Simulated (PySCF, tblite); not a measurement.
Species: C₆H₇NO₂.
Numbering: `[NH2:1][C:2](=[O:3])[C@@H:4]1[CH:5]=[CH:6][C:7](=[O:8])[CH2:9]1` (hydrogens: H10, H11 on N1; H12 on C4; H13 on C5; H14 on C6; H15, H16 on C9)

Computed with GFN2-xTB (tblite), gas phase: nudged elastic band of 9 images (0 to 8), spring 0.2 eV/Å², climbing image at the end, force threshold 0.05 eV/Å. No saddle search or frequency run followed, so the top image need not be a first-order saddle, and its height can exceed the method's true barrier by a kcal/mol or more.

Path: rotation about C2–C4 (amide carbonyl carbon, sp3 carbon next to a carbonyl), followed by the dihedral N1–C2–C4–C5.

Image 0 (start, dihedral -72°):
```
atom  x, y, z in Å
N1      2.512   -0.352    0.237
C2      1.277   -0.898    0.180
O3      1.020   -1.985    0.634
C4      0.241    0.009   -0.503
C5     -0.094    1.164    0.394
C6     -1.393    1.241    0.673
C7     -2.135    0.162   -0.003
O8     -3.326   -0.017    0.004
C9     -1.102   -0.687   -0.724
H10     3.250   -0.866    0.688
H11     2.724    0.548   -0.155
H12     0.681    0.367   -1.439
H13     0.671    1.829    0.761
H14    -1.879    1.976    1.288
H15    -1.088   -1.682   -0.274
H16    -1.366   -0.799   -1.774
```

Image 8 (end, -0.029 eV, dihedral 63°):
```
atom  x, y, z in Å
N1      1.536   -0.755    0.982
C2      1.546   -0.615   -0.359
O3      2.483   -0.918   -1.054
C4      0.246   -0.019   -0.931
C5      0.059    1.366   -0.400
C6     -0.983    1.464    0.426
C7     -1.682    0.176    0.537
O8     -2.600   -0.104    1.268
C9     -1.006   -0.764   -0.454
H10     2.347   -1.141    1.436
H11     0.748   -0.488    1.544
H12     0.360   -0.022   -2.018
H13     0.743    2.156   -0.661
H14    -1.307    2.341    0.959
H15    -0.800   -1.735   -0.005
H16    -1.697   -0.932   -1.282
```

Q: What do the inner images look like?

A: 
Image 1: +0.017 eV, dihedral -56°
```
atom  x, y, z in Å
N1      2.450   -0.309    0.376
C2      1.289   -0.933    0.081
O3      1.105   -2.105    0.294
C4      0.235   -0.015   -0.566
C5     -0.053    1.180    0.293
C6     -1.331    1.263    0.651
C7     -2.109    0.159    0.062
O8     -3.296   -0.023    0.156
C9     -1.124   -0.704   -0.706
H10     3.181   -0.839    0.822
H11     2.599    0.669    0.212
H12     0.645    0.292   -1.535
H13     0.720    1.875    0.577
H14    -1.782    2.017    1.272
H15    -1.091   -1.701   -0.261
H16    -1.446   -0.817   -1.740
```

Image 2: +0.049 eV, dihedral -40°
```
atom  x, y, z in Å
N1      2.380   -0.304    0.512
C2      1.317   -0.942   -0.021
O3      1.235   -2.145   -0.059
C4      0.234   -0.021   -0.617
C5     -0.026    1.209    0.195
C6     -1.281    1.288    0.630
C7     -2.077    0.154    0.128
O8     -3.256   -0.032    0.292
C9     -1.129   -0.721   -0.673
H10     3.107   -0.860    0.931
H11     2.441    0.695    0.580
H12     0.596    0.241   -1.618
H13     0.739    1.947    0.379
H14    -1.706    2.060    1.245
H15    -1.077   -1.716   -0.227
H16    -1.505   -0.844   -1.688
```

Image 3 (top): +0.066 eV, dihedral -23°
```
atom  x, y, z in Å
N1      2.285   -0.322    0.640
C2      1.351   -0.929   -0.120
O3      1.396   -2.106   -0.384
C4      0.236   -0.020   -0.672
C5     -0.001    1.240    0.097
C6     -1.228    1.312    0.608
C7     -2.034    0.152    0.192
O8     -3.200   -0.042    0.425
C9     -1.122   -0.736   -0.637
H10     3.021   -0.890    1.028
H11     2.221    0.639    0.924
H12     0.542    0.203   -1.701
H13     0.754    2.007    0.180
H14    -1.634    2.100    1.218
H15    -1.046   -1.724   -0.180
H16    -1.549   -0.876   -1.629
```

Image 4: +0.057 eV, dihedral -6°
```
atom  x, y, z in Å
N1      2.157   -0.357    0.753
C2      1.391   -0.898   -0.217
O3      1.595   -1.998   -0.669
C4      0.238   -0.018   -0.733
C5      0.029    1.262    0.007
C6     -1.170    1.338    0.584
C7     -1.983    0.157    0.249
O8     -3.133   -0.042    0.550
C9     -1.107   -0.749   -0.599
H10     2.911   -0.911    1.127
H11     1.939    0.521    1.189
H12     0.480    0.175   -1.784
H13     0.783    2.034    0.022
H14    -1.554    2.140    1.190
H15    -1.000   -1.722   -0.116
H16    -1.583   -0.924   -1.563
```

Image 5: +0.033 eV, dihedral 11°
```
atom  x, y, z in Å
N1      2.004   -0.422    0.841
C2      1.434   -0.851   -0.305
O3      1.820   -1.824   -0.905
C4      0.240   -0.013   -0.792
C5      0.056    1.283   -0.072
C6     -1.117    1.368    0.555
C7     -1.930    0.168    0.299
O8     -3.059   -0.038    0.667
C9     -1.082   -0.761   -0.555
H10     2.778   -0.944    1.219
H11     1.637    0.354    1.361
H12     0.414    0.153   -1.860
H13     0.818    2.046   -0.099
H14    -1.481    2.185    1.153
H15    -0.937   -1.708   -0.032
H16    -1.603   -0.988   -1.485
```

Image 6: +0.007 eV, dihedral 28°
```
atom  x, y, z in Å
N1      1.851   -0.525    0.898
C2      1.480   -0.787   -0.373
O3      2.053   -1.581   -1.079
C4      0.241   -0.006   -0.839
C5      0.073    1.308   -0.149
C6     -1.077    1.404    0.518
C7     -1.881    0.184    0.346
O8     -2.985   -0.030    0.778
C9     -1.051   -0.770   -0.502
H10     2.643   -1.011    1.286
H11     1.348    0.128    1.472
H12     0.355    0.129   -1.918
H13     0.837    2.066   -0.216
H14    -1.428    2.239    1.098
H15    -0.861   -1.683    0.064
H16    -1.608   -1.057   -1.394
```

Image 7: -0.012 eV, dihedral 48°
```
atom  x, y, z in Å
N1      1.711   -0.677    0.925
C2      1.532   -0.701   -0.413
O3      2.299   -1.232   -1.177
C4      0.241   -0.004   -0.869
C5      0.076    1.342   -0.236
C6     -1.050    1.451    0.469
C7     -1.833    0.208    0.395
O8     -2.910   -0.008    0.891
C9     -1.016   -0.773   -0.435
H10     2.524   -1.119    1.320
H11     1.064   -0.210    1.536
H12     0.308    0.087   -1.956
H13     0.826    2.104   -0.367
H14    -1.396    2.311    1.015
H15    -0.782   -1.648    0.175
H16    -1.603   -1.122   -1.284
```

The largest changes of bonds and angles from start to top: C4–C9 1.529 → 1.535 Å, C4–C5 1.501 → 1.495 Å, C2–C4 1.537 → 1.541 Å, N1–C2 1.351 → 1.349 Å, C2–C4–C5 109.8 → 115.3°, C2–C4–H12 107.6 → 104.7°, N1–C2–C4 113.3 → 115.9°. GFN2-xTB torsional profiles can miss by a kcal/mol or more and can put conformers in the wrong order.

Q: What do single points at PBE0/pcSseg-1 (PySCF, no dispersion term) give on some images?

A: 
```json
{"image": "0", "GFN2-xTB E (eV)": "0.000", "DFT E (eV)": "0.000", "HOMO (eV)": "-7.21", "LUMO (eV)": "-1.57", "dipole (D)": "6.37"}
{"image": "1", "GFN2-xTB E (eV)": "0.017", "DFT E (eV)": "0.027", "HOMO (eV)": "-7.22", "LUMO (eV)": "-1.58", "dipole (D)": "6.20"}
{"image": "3", "GFN2-xTB E (eV)": "0.066", "DFT E (eV)": "0.070", "HOMO (eV)": "-7.31", "LUMO (eV)": "-1.73", "dipole (D)": "5.47"}
{"image": "5", "GFN2-xTB E (eV)": "0.033", "DFT E (eV)": "0.051", "HOMO (eV)": "-7.40", "LUMO (eV)": "-1.84", "dipole (D)": "4.29"}
{"image": "8", "GFN2-xTB E (eV)": "-0.029", "DFT E (eV)": "0.048", "HOMO (eV)": "-7.42", "LUMO (eV)": "-1.86", "dipole (D)": "1.58"}
```

Energies count from image 0 at each level. At the GFN2-xTB top the DFT energy is 1.6 kcal/mol against 1.5; the geometries weren't optimised at the DFT level.

What follows is the cost of the whole band run. The run took about 13 s of CPU time (one thread, shared machine).
